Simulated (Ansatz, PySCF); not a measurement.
Complex: C2H6 (SMILES CC) (first 8 atoms) with C3H6 (SMILES C=CC); geometry from B3LYP-D3(BJ)/def2-TZVP, rigid monomers moved along the line of their centres of mass till H4···C10 is 2.64 Å.
(charge 0, multiplicity 1):
```xyz
17

C      0.47675    -0.54246     0.48546
C     -0.53375     0.59854     0.54134
H      0.24210    -1.24154    -0.31987
H      0.48220    -1.10433     1.42064
H      1.48865    -0.16967     0.31235
H     -0.55737     1.15638    -0.39714
H     -0.29154     1.30229     1.33928
H     -1.54107     0.22407     0.73197
C     -1.27061    -0.36175     3.84464
C      0.04873    -0.45805     3.94362
C      1.00961     0.67638     3.78511
H     -1.75516     0.58522     3.63481
H     -1.91384    -1.22367     3.96658
H      0.48887    -1.43000     4.15173
H      1.69709     0.49263     2.95439
H      0.48962     1.61647     3.59695
H      1.62465     0.79784     4.68125
```

Counterpoise-corrected where a basis set is named; no monomer relaxation. Rows marked so take none.

Rows in 6-31G* carry no dispersion term and start afresh at each structure (6-31G* with six Cartesian d functions).

Run with Ansatz (an electronic-structure program) with Gaussian orbitals; PySCF for 6-31G* rows, the dispersion terms. 

Question: Predict the interaction energy from r2SCAN-D4/def2-TZVPPD.

Answer: -5 kJ/mol

Question: Give the interaction energy at the level B3LYP/6-31G* (no counterpoise).

Answer: 6 kJ/mol

Question: What interaction energy does B3LYP/6-31G* give?

Answer: 10 kJ/mol
